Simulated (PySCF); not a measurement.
## Te⁺: ionisation energy

Te⁺ [Kr] 4d10 5s2 5p3 (4S) → Te²⁺ [Kr] 4d10 5s2 5p2 (3P), as a difference of total energies. All numbers are calculated (PySCF 2.14, the spin-free X2C one-electron Hamiltonian (Gaussian nucleus), in ANO-RCC-VTZP (7s6p4d2f1g, 68 functions)). Correlated levels: valence: [Kr] 4d10 frozen. The calculations carry no spin-orbit coupling.

```tsv
method	ionisation energy (eV)
UHF	18.435
MP2 (valence)	18.861
SCS-MP2 (valence)	18.741
CCSD (valence)	18.851
CCSD(T) (valence)	18.876
```

Task: How much does correlation contribute at CCSD(T) (valence)?

Result: 18.876 − (18.435) = 0.441 eV, measured against UHF.

A first-order spin-orbit estimate (lowest level to lowest level, LS coupling) adds -0.613 eV.

Errors of the correlated levels include the incompleteness of this basis and the frozen core.

For comparison: 18.6 ± 0.4 eV (measured; NIST Atomic Spectra Database, ionization energies).
